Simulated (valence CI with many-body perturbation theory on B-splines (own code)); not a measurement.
Br21+: electric-dipole lines

Calculated by valence CI with perturbative core correlation (CI+MBPT): four valence electrons over a frozen Dirac-Fock core [Ne], a basis of 11 s, 11 p, 10 d, 8 f, 5 g, 2 h functions for each j, with the one-electron correlation potential Σ1 (screened to all orders), the two-electron term Σ2, the three-electron term Σ3, Breit, model QED; selected single and double excitations, second order for the rest, scaled by the run's own slope (own B-spline code, finite nucleus).

No measured levels were compared; by estimate levels of excited configurations hold to 0.05 to 0.15 % of their energy, terms of the ground configuration to about 0.5 %. Among the levels kept, up to 800 cm⁻¹ of a level comes from second order outside the variational space, and about a tenth of that is noise between levels of different J, which matters for small intervals.

Lines 201 to 250 of 571 in falling wavelength, among levels below 2081500 cm⁻¹, chosen from the strongest by gf and those to the six lowest levels. Wavelengths and rates use the calculated energies, so an error of 300 cm⁻¹ moves a line at 15.08 nm by 0.045 % and its rate by three times that or more. Electric multipoles are in the length gauge, E1 and E2 with the static RPA response of the core. Weak lines are less certain than strong ones. Lines between different terms over intervals too small for the method are left out, as are lines whose strength nearly cancels. Where a level lies close to another of its J and parity, the split of strength between their lines is uncertain. The highest levels of a list are the least certain.

Names give the largest LS component (configuration and term), which can be under half, so a name can repeat, a term be missing and a line seem to break the LS rules; names also repeat where a configuration has a term twice. Letters in brackets count levels of one name in rising energy.

```
λ vac (nm)              Upper              Lower   A (s⁻¹)  log gf  Branch %
     15.08    3p³3d ³F°_3 [a]           3p⁴ ³P_2  4.45e+09   -0.97      11.5
     15.07   3s3p²3d ³D_2 [c]      3s²3p3d ³F°_3  4.13e+10   -0.15      42.4
     15.05      3s3p3d² ³G°_5   3s3p²3d ³F_4 [b]  1.32e+10   -0.31      16.6
     15.05       3s3p²3d ⁵F_1        3s3p³ ⁵S°_2  9.58e+07   -3.01       9.2
     15.04      3s3p3d² ³F°_2       3s3p²3d ³G_3  2.46e+10   -0.38      32.3
     15.02  3s²3p3d ³P°_2 [a]        3s²3p² ¹D_2  6.51e+09   -0.96       7.2
     15.02    3p³3d ³D°_2 [c]   3s3p²3d ³F_2 [b]  8.48e+09   -0.84       7.2
     15.02    3p³3d ³D°_2 [d]   3s3p²3d ³D_1 [c]  5.88e+09   -1.00       4.3
     15.01   3s3p²3d ³P_2 [c]      3s²3p3d ³D°_2  1.75e+10   -0.53       9.5
     15.01    3p³3d ³D°_2 [d]   3s3p²3d ³F_3 [b]  7.23e+09   -0.91       5.3
     14.99  3s3p3d² ⁵D°_4 [c]       3s3p²3d ³G_5  3.87e+09   -0.93       3.6
     14.98   3s3p²3d ³P_2 [b]      3s²3p3d ³F°_2  7.21e+09   -0.92       8.5
     14.91   3s3p²3d ³P_1 [c]  3s²3p3d ³P°_2 [b]  4.18e+10   -0.38      21.4
     14.91  3s3p3d² ³F°_3 [b]       3s3p²3d ³G_4  6.95e+09   -0.79       8.1
     14.89      3s3p3d² ³H°_5       3s3p²3d ³G_5  5.27e+09   -0.72      10.0
     14.88      3s²3p3d ³P°_1        3s²3p² ¹S_0  1.34e+08   -2.88       0.1
     14.82      3s3p3d² ³F°_4   3s3p²3d ¹F_3 [a]  7.95e+09   -0.63       8.5
     14.80       3s3p²3d ⁵F_2        3s3p³ ⁵S°_2  8.53e+08   -1.85      38.0
     14.79       3s3p²3d ³G_3    3s3p³ ³P°_2 [a]  4.32e+09   -1.00      16.3
     14.78   3s3p²3d ³F_2 [c]      3s²3p3d ³F°_2  2.88e+10   -0.33      25.8
     14.76        3s²3d² ³P_2      3s²3p3d ¹P°_1  2.53e+10   -0.38      12.7
     14.74      3s²3p3d ³D°_1        3s²3p² ¹D_2  1.37e+10   -0.87      10.8
     14.73      3s3p3d² ³D°_2   3s3p²3d ¹F_3 [a]  7.28e+09   -0.93       7.0
     14.72        3p³3d ¹F°_3       3s3p²3d ¹G_4  1.13e+10   -0.59      10.8
     14.72      3s3p3d² ³F°_4       3s3p²3d ³G_5  1.72e+10   -0.30      18.3
     14.71   3s3p²3d ¹D_2 [b]      3s²3p3d ³D°_1  1.13e+10   -0.74      10.3
     14.71   3s3p²3d ¹D_2 [c]      3s²3p3d ¹F°_3  6.51e+10    0.02      31.5
     14.70   3s3p²3d ³D_1 [b]    3s3p³ ³P°_2 [b]  1.85e+10   -0.74      20.3
     14.68    3p³3d ³D°_2 [b]   3s3p²3d ³F_3 [a]  1.14e+10   -0.73      18.3
     14.68   3s3p²3d ³D_3 [d]  3s²3p3d ³P°_2 [a]  2.26e+10   -0.29      17.7
     14.66   3s3p²3d ³D_1 [d]      3s²3p3d ³F°_2  2.65e+10   -0.59      26.7
     14.65    3p³3d ³D°_1 [c]   3s3p²3d ³D_1 [a]  1.26e+10   -0.91       8.2
     14.65   3s3p²3d ³D_1 [c]    3s3p³ ³P°_2 [b]  1.17e+10   -0.95      14.0
     14.64        3s3p³ ³S°_1        3s²3p² ³P_1  2.62e+10   -0.60      23.4
     14.59      3s²3p3d ³F°_2        3s²3p² ³P_1  1.79e+09   -1.54      21.7
     14.58    3p³3d ³D°_2 [c]   3s3p²3d ³P_1 [a]  1.22e+10   -0.71      10.3
     14.56      3s²3p3d ³F°_3        3s²3p² ³P_2  4.71e+09   -0.98      99.7
     14.56   3s3p²3d ³D_3 [b]      3s²3p3d ³F°_2  4.35e+09   -1.01       6.3
     14.55   3s3p²3d ³D_3 [d]      3s²3p3d ³F°_4  1.22e+10   -0.57       9.5
     14.54        3p³3d ¹F°_3   3s3p²3d ³D_3 [a]  7.52e+09   -0.78       7.2
     14.53   3s3p²3d ³P_0 [c]      3s²3p3d ³P°_1  7.01e+10   -0.65      32.7
     14.53   3s3p²3d ¹F_3 [b]  3s²3p3d ³P°_2 [b]  9.37e+09   -0.68       4.7
     14.51      3s3p3d² ³H°_4       3s3p²3d ³G_3  3.44e+10   -0.01      76.7
     14.49  3s3p3d² ³G°_3 [b]   3s3p²3d ³D_2 [a]  1.08e+10   -0.62      13.3
     14.48  3s3p3d² ⁵F°_3 [b]   3s3p²3d ³P_2 [a]  5.45e+09   -0.92       4.6
     14.47        3s²3d² ¹D_2      3s²3p3d ¹P°_1  3.99e+10   -0.20      21.6
     14.46      3s3p3d² ³F°_4   3s3p²3d ³D_3 [a]  1.00e+10   -0.55      10.7
     14.45      3s3p3d² ³H°_5       3s3p²3d ³G_4  3.64e+10    0.10      68.8
     14.44  3s3p3d² ³G°_4 [b]   3s3p²3d ³F_3 [b]  6.35e+09   -0.75       7.7
     14.44   3s3p²3d ¹D_2 [b]  3s²3p3d ³P°_2 [a]  9.96e+09   -0.81       9.1
```
